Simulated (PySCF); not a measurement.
Vertical excitations of a molecule C3H5ClOSi from TDDFT-PBE/def2-SVPD in PySCF, as energy in eV (oscillator strength): 5.31 (0.088), 5.77 (0.020), 5.84 (0.006), 5.91 (0.014), 6.07 (0.003), 6.37 (0.031), 6.65 (0.001), 6.87 (0.000), 6.92 (0.004), 6.99 (0.003). Lowest triplet (TDA): 3.98 eV. Geometry: r2SCAN-D4/def2-SVP. Other conformers were not sampled.

**Question.** Which structure fits?
A. C=C=CO[SiH2]Cl
B. Cl[Si@H]1C=CCO1
C. [SiH3]C1=C(Cl)OC1
D. Cl[Si@@H]1C=COC1

**Answer.** D, Cl[Si@@H]1C=COC1
